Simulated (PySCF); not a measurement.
## Energy of Zn (zinc, neutral) between two integer charges

The 4s beta orbital of [Ar] 3d10 4s2 is emptied in steps (occupation f), with all orbitals relaxed, ending at [Ar] 3d10 4s1. Calculation: PySCF 2.14, in aug-cc-pVTZ-DK (8s7p5d3f2g, 93 functions); scalar relativity by spin-free X2C-1e. The exact energy is a straight line in f; departures are measured from the line between the end points of the same method.

```csv
f,BHandHLYP (eV),wB97X (eV),BLYP (eV)
1,0.000,0.000,0.000
0.9,-0.158,-0.058,-0.339
0.7,-0.374,-0.138,-0.799
0.5,-0.452,-0.166,-0.960
0.3,-0.386,-0.135,-0.814
0.1,-0.169,-0.046,-0.352
0,0.000,0.000,0.000
```

**Question.** For BHandHLYP, how does the orbital energy at f = 1 compare with the removal energy?

**Answer.** −ε = 7.405 eV against a total-energy difference of 9.154 eV. By Janak's theorem ε = ∂E/∂f, so the gap between them reflects the curvature. Along the path −ε is 7.736 (f = 0.9), 8.416 (f = 0.7), 9.120 (f = 0.5), 9.853 (f = 0.3), 10.634 (f = 0.1) eV.

```csv
method,E(f=0) − E(f=1) (eV),−ε at f=1 (eV),−ε at f=0.5 (eV)
BHandHLYP,9.154,7.405,9.120
wB97X,9.603,8.972,9.609
BLYP,9.714,5.961,9.670
```

As f goes to zero the orbital energy of a semilocal functional can turn back, because the density of that orbital vanishes from the exchange-correlation potential.

Reference removal energy between the ground levels: 9.394 eV (measured; NIST Atomic Spectra Database, ionization energies).
